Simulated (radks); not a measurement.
Results of a calculation; reference values are marked as such.
Effect of the nuclear size on the lead ion Pb2+, [Hg]. Code: a radial shooting solver on a logarithmic mesh with Libxc functionals. Model: Dirac Kohn-Sham, relativistic LDA (MacDonald-Vosko exchange, VWN5 correlation), spin-unpolarised, spherical densities, finite nucleus; Fermi nuclear charge, rms radius 5.5012 fm. The rms radius is varied about that value; shifts are against it.

| rms radius (fm) | total energy shift (eV) | density at nucleus (e/bohr^3) | 1s1/2 shift (meV) | 2s1/2 shift (meV) | 5s1/2 shift (meV) | 5p1/2 shift (meV) | 6s1/2 shift (meV) | 6p1/2 (empty) shift (meV) | 7s1/2 (empty) shift (meV) |
|---|---|---|---|---|---|---|---|---|---|
| 4.5605 | -40.9 | 2.922e+06 | -16200 | -2460 | -29.7 | 0.688 | -3.41 | 0.605 | -0.535 |
| 5.1106 | -17.5 | 2.781e+06 | -6930 | -1050 | -12.7 | 0.293 | -1.46 | 0.259 | -0.229 |
| 5.5012 | 0 | 2.693e+06 | 0.000 | 0.000 | 0.000 | 0.000 | 0.000 | 0.000 | 0.000 |
| 5.7983 | 13.8 | 2.632e+06 | 5470 | 831 | 10.0 | -0.230 | 1.15 | -0.204 | 0.181 |
| 6.8435 | 65.6 | 2.449e+06 | 26000 | 3940 | 47.6 | -1.08 | 5.46 | -0.968 | 0.858 |

Slopes of the eigenvalues against <r^2> in GHz/fm^2, as finite differences over the two radii next to the reference (eigenvalue slopes, not the field-shift constants of lines): 1s1/2 400000, 2s1/2 60700, 5s1/2 734, 5p1/2 -16.9, 6s1/2 84.1, 6p1/2 (empty) -14.9, 7s1/2 (empty) 13.2.
